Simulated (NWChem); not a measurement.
Molecule: CH2BF3; SMILES BC(F)(F)F

```xyz
7

B      0.7032     1.4580     0.0000
C      0.0471     0.0021     0.0000
F     -1.2865     0.2248     0.0000
F      0.3322    -0.7402    -1.0743
F      0.3322    -0.7402     1.0743
H      0.9003     1.9985    -1.0546
H      0.9003     1.9985     1.0546
```
Atoms are numbered in this order, from 1.

Computed with NWChem. All runs use the structure optimised with PBE0/def2-SVP.

Problem. What does the run give for LC-BLYP (range parameter 0.33 per bohr)/def2-SVP? Quantities: highest occupied level (eV); orbital gap (eV); dipole (D).

Solution. 
```
Item                         Result
---------------------------  ------
highest occupied level (eV)  -12.15
orbital gap (eV)              11.61
dipole (D)                     1.61
```
